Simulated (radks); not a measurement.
All-electron atom: Os0.5+ in [Kr] 4d10 4f14 5s2 5p(1/2: 2, 3/2: 3.5) 5d6 6s2 (fractional occupations, a model configuration).

All-electron calculation, Dirac Kohn-Sham, LDA (Slater exchange, Perdew-Wang correlation), spin-unpolarised, spherical densities, finite nucleus; open shells fill j = l - 1/2 first; Fermi nuclear charge, rms radius 5.4126 fm. Program: a radial shooting solver on a logarithmic mesh with Libxc functionals.

Energy parts (eV):
| part | energy |
|---|---|
| total | -469883.04 |
| kinetic | 532955.52 |
| electron-nucleus | -1176903.97 |
| Hartree | 183061.95 |
| exchange-correlation | -8996.54 |

Orbitals (lengths in bohr, moments of r in powers of bohr):
| orbital | occ. | eigenvalue (eV) | <r^4> | <1/r> | small-component weight |
|---|---|---|---|---|---|
| 1s1/2 | 2 | -73681.16 | 5.138e-07 | 90.34 | 8.25e-02 |
| 2s1/2 | 2 | -12830.46 | 0.00007603 | 22.07 | 1.88e-02 |
| 2p1/2 | 2 | -12291.62 | 0.00004549 | 22.05 | 1.89e-02 |
| 2p3/2 | 4 | -10762.13 | 0.00006785 | 18.31 | 1.69e-02 |
| 3s1/2 | 2 | -2989.978 | 0.002793 | 8.102 | 6.21e-03 |
| 3p1/2 | 2 | -2747.601 | 0.002450 | 8.023 | 6.17e-03 |
| 3p3/2 | 4 | -2414.152 | 0.003292 | 7.051 | 5.61e-03 |
| 3d3/2 | 4 | -2005.388 | 0.002212 | 6.950 | 5.50e-03 |
| 3d5/2 | 6 | -1933.089 | 0.002420 | 6.723 | 5.34e-03 |
| 4s1/2 | 2 | -635.1726 | 0.06459 | 3.418 | 2.08e-03 |
| 4p1/2 | 2 | -533.3519 | 0.06982 | 3.310 | 1.99e-03 |
| 4p3/2 | 4 | -454.7826 | 0.09378 | 2.970 | 1.77e-03 |
| 4d3/2 | 4 | -287.0563 | 0.1169 | 2.761 | 1.57e-03 |
| 4d5/2 | 6 | -272.4993 | 0.1282 | 2.680 | 1.51e-03 |
| 4f5/2 | 6 | -59.9312 | 0.3093 | 2.259 | 1.12e-03 |
| 4f7/2 | 8 | -57.1183 | 0.3299 | 2.227 | 1.10e-03 |
| 5s1/2 | 2 | -97.4823 | 1.876 | 1.355 | 4.93e-04 |
| 5p1/2 | 2 | -65.8207 | 2.795 | 1.228 | 4.15e-04 |
| 5p3/2 | 3.5 | -53.3282 | 4.007 | 1.106 | 3.53e-04 |
| 5d3/2 | 4 | -12.1813 | 22.44 | 0.7755 | 1.79e-04 |
| 5d5/2 | 2 | -11.0430 | 26.74 | 0.7446 | 1.66e-04 |
| 6s1/2 | 2 | -10.2919 | 124.6 | 0.4534 | 6.43e-05 |

The highest occupied level is 6s1/2 at -10.292 eV. Summed over all electrons, <r^2> = 60.43 bohr^2, which gives a Langevin (diamagnetic) susceptibility term of -47.9 x 10^-6 cm^3/mol. The electron density at the nucleus is 1.668e+06 e/bohr^3. The density falls to 0.001 e/bohr^3 at r = 4.41 bohr.
